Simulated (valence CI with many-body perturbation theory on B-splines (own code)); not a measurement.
## La XLIII: calculated level list

Level of theory: configuration interaction combined with many-body perturbation theory (CI+MBPT): five valence electrons over a frozen Dirac-Fock core [Ne], a basis of 9 s, 9 p, 8 d, 6 f, 3 g, 1 h functions for each j, with the one-electron correlation potential Σ1 (screened to all orders), the two-electron term Σ2, the three-electron term Σ3, Breit, model QED; selected single and double excitations, second order for the rest, scaled by the run's own slope (own B-spline code, finite nucleus).

No measured spectrum was set against this ion. As an estimate, large intervals hold to a few tenths of a per cent, small ones and those within an open d or f shell to about a per cent. Among the levels kept, up to 1500 cm⁻¹ of a level comes from second order outside the variational space, and about a tenth of that is noise between levels of different J, which matters for small intervals.

Levels 1 to 37 of 37, with energies above the lowest level, (3s^2 3p1/2^2 3p3/2) J=3/2. "Leading %" is the weight of the configuration and term that name the level; weights of strongly mixed levels are sums over their largest components and can fall short, so below about 35 % the name and the second component can differ from the true leading terms, or belong to a minority configuration. In the jj column 3d3/2^4 stands for four electrons in 3d with j = 3/2. Lifetimes count E1, E2, E3, M1 and M2 decay at the calculated energies, and are blank where another channel may lead or the interval is too uncertain; long ones can be off by a factor of two.

| No. | Configuration | Term | J | E (eV) | Leading % | Second component | Lifetime | Leading jj |
| --- | --- | --- | --- | --- | --- | --- | --- | --- |
| 1 | 3s2 3p3 | 2P° | 3/2 | 0.00 | 45 | 29 % 3s2 3p3 4S° |  | 3s^2 3p1/2^2 3p3/2 (98 %) |
| 2 | 3s2 3p3 | 4S° | 3/2 | 93.46 | 53 | 45 % 3s2 3p3 2D° | 117 ns | 3s^2 3p1/2 3p3/2^2 (98 %) |
| 3 | 3s2 3p3 | 2D° | 5/2 | 102.22 | 98 |  | 630 ns | 3s^2 3p1/2 3p3/2^2 (98 %) |
| 4 | 3s2 3p3 | 2P° | 1/2 | 113.04 | 98 |  | 162 ns | 3s^2 3p1/2 3p3/2^2 (98 %) |
| 5 | 3s2 3p2 3d | 4F | 3/2 | 163.22 | 36 | 27 % 3s2 3p2 3d 2D | 300 ps | 3s^2 3p1/2^2 3d3/2 (96 %) |
| 6 | 3s2 3p2 3d | 2D | 5/2 | 190.86 | 20 | 16 % 3s 3p4 4P | 41.7 ps | 3s^2 3p1/2^2 3d5/2 (74 %) |
| 7 | 3s2 3p3 | 2P° | 3/2 | 207.77 | 53 | 28 % 3s2 3p3 2D° | 55.5 ns | 3s^2 3p3/2^3 (97 %) |
| 8 | 3s 3p4 | 4P | 5/2 | 213.49 | 54 | 16 % 3s 3p4 2D | 9.80 ps | 3s 3p1/2^2 3p3/2^2 (69 %) |
| 9 | 3s 3p4 | 2S | 1/2 | 231.52 | 49 | 32 % 3s 3p4 4P | 8.82 ps | 3s 3p1/2^2 3p3/2^2 (83 %) |
| 10 | 3s 3p4 | 2D | 3/2 | 232.15 | 28 | 28 % 3s 3p4 2P | 5.65 ps | 3s 3p1/2^2 3p3/2^2 (70 %) |
| 11 | 3s2 3p2 3d | 2F | 5/2 | 255.95 | 47 | 44 % 3s2 3p2 3d 4F | 365 ps | 3s^2 3p1/2 3p3/2 3d3/2 (97 %) |
| 12 | 3s2 3p2 3d | 4F | 3/2 | 257.22 | 31 | 29 % 3s2 3p2 3d 4D | 27.5 ps | 3s^2 3p1/2 3p3/2 3d3/2 (92 %) |
| 13 | 3s2 3p2 3d | 4D | 1/2 | 257.72 | 78 | 14 % 3s2 3p2 3d 2P | 226 ps | 3s^2 3p1/2 3p3/2 3d3/2 (98 %) |
| 14 | 3s2 3p2 3d | 2G | 7/2 | 264.45 | 42 | 28 % 3s2 3p2 3d 2F | 6.30 μs | 3s^2 3p1/2 3p3/2 3d3/2 (93 %) |
| 15 | 3s2 3p2 3d | 4D | 7/2 | 279.77 | 47 | 37 % 3s2 3p2 3d 4F | 3.17 ns | 3s^2 3p1/2 3p3/2 3d5/2 (99 %) |
| 16 | 3s2 3p2 3d | 2P | 3/2 | 281.59 | 35 | 23 % 3s2 3p2 3d 4P | 114 ps | 3s^2 3p1/2 3p3/2 3d5/2 (77 %) |
| 17 | 3s2 3p2 3d | 4P | 5/2 | 284.36 | 29 | 24 % 3s2 3p2 3d 2F | 2.44 ps | 3s^2 3p1/2 3p3/2 3d3/2 (46 %) |
| 18 | 3s2 3p2 3d | 2D | 5/2 | 287.82 | 42 | 25 % 3s2 3p2 3d 4D | 3.92 ps | 3s^2 3p1/2 3p3/2 3d5/2 (52 %) |
| 19 | 3s2 3p2 3d | 2G | 9/2 | 289.01 | 56 | 43 % 3s2 3p2 3d 4F | 8.59 μs | 3s^2 3p1/2 3p3/2 3d5/2 (98 %) |
| 20 | 3s2 3p2 3d | 2D | 3/2 | 290.64 | 24 | 24 % 3s2 3p2 3d 4P | 968 fs | 3s^2 3p1/2 3p3/2 3d3/2 (76 %) |
| 21 | 3s2 3p2 3d | 2P | 1/2 | 290.88 | 39 | 36 % 3s2 3p2 3d 4P | 1.31 ps | 3s^2 3p1/2 3p3/2 3d3/2 (85 %) |
| 22 | 3s2 3p2 3d | 2F | 7/2 | 306.00 | 46 | 30 % 3s2 3p2 3d 2G | 6.84 ps | 3s^2 3p1/2 3p3/2 3d5/2 (87 %) |
| 23 | 3s2 3p2 3d | 2D | 5/2 | 308.06 | 37 | 21 % 3s2 3p2 3d 2F | 3.04 ps | 3s^2 3p1/2 3p3/2 3d5/2 (77 %) |
| 24 | 3s2 3p2 3d | 2D | 3/2 | 310.42 | 52 | 19 % 3s2 3p2 3d 4D | 7.76 ps | 3s^2 3p1/2 3p3/2 3d5/2 (74 %) |
| 25 | 3s2 3p2 3d | 2P | 1/2 | 312.16 | 41 | 34 % 3s2 3p2 3d 2S | 5.30 ps | 3s^2 3p1/2 3p3/2 3d5/2 (79 %) |
| 26 | 3s 3p4 | 4P | 3/2 | 321.01 | 36 | 20 % 3s2 3p2 3d 2P | 3.74 ps | 3s 3p1/2 3p3/2^3 (53 %) |
| 27 | 3s 3p4 | 2D | 5/2 | 329.85 | 58 | 12 % 3s 3p4 4P | 3.68 ps | 3s 3p1/2 3p3/2^3 (67 %) |
| 28 | 3s 3p4 | 2P | 3/2 | 345.10 | 45 | 20 % 3s 3p4 2D | 1.88 ps | 3s 3p1/2 3p3/2^3 (72 %) |
| 29 | 3s 3p4 | 2P | 1/2 | 345.12 | 37 | 24 % 3s 3p4 4P | 1.99 ps | 3s 3p1/2 3p3/2^3 (60 %) |
| 30 | 3s 3p3 3d | 6D° | 5/2 | 368.55 | 28 | 27 % 3s 3p3 3d 4D° | 59.7 ps | 3s 3p1/2^2 3p3/2 3d3/2 (90 %) |
| 31 | 3s 3p3 3d | 6D° | 3/2 | 370.08 | 34 | 17 % 3s 3p3 3d 4D° | 39.2 ps | 3s 3p1/2^2 3p3/2 3d3/2 (91 %) |
| 32 | 3s 3p3 3d | 6D° | 1/2 | 370.89 | 42 | 38 % 3s 3p3 3d 4P° | 68.8 ps | 3s 3p1/2^2 3p3/2 3d3/2 (90 %) |
| 33 | 3s 3p3 3d | 6D° | 7/2 | 373.87 | 29 | 22 % 3s 3p3 3d 4F° | 78.4 ps | 3s 3p1/2^2 3p3/2 3d3/2 (77 %) |
| 34 | 3s2 3p2 3d | 2D | 5/2 | 381.65 | 32 | 18 % 3s2 3p2 3d 2F | 1.51 ps | 3s^2 3p3/2^2 3d3/2 (80 %) |
| 35 | 3s2 3p2 3d | 2F | 7/2 | 382.18 | 45 | 29 % 3s2 3p2 3d 4D | 3.24 ps | 3s^2 3p3/2^2 3d3/2 (53 %) |
| 36 | 3s2 3p2 3d | 2P | 1/2 | 382.88 | 39 | 29 % 3s2 3p2 3d 4P | 1.24 ps | 3s^2 3p3/2^2 3d3/2 (71 %) |
| 37 | 3s2 3p2 3d | 2D | 3/2 | 382.89 | 25 | 24 % 3s2 3p2 3d 4P | 1.17 ps | 3s^2 3p3/2^2 3d3/2 (77 %) |

The ionisation energy to 3s2 3p2 3P_0 of the next ion comes out as 3224.5 eV (NIST: 3222 ± 4 eV (theoretical)). All 37 levels together are meant to be complete up to 384.89 eV.
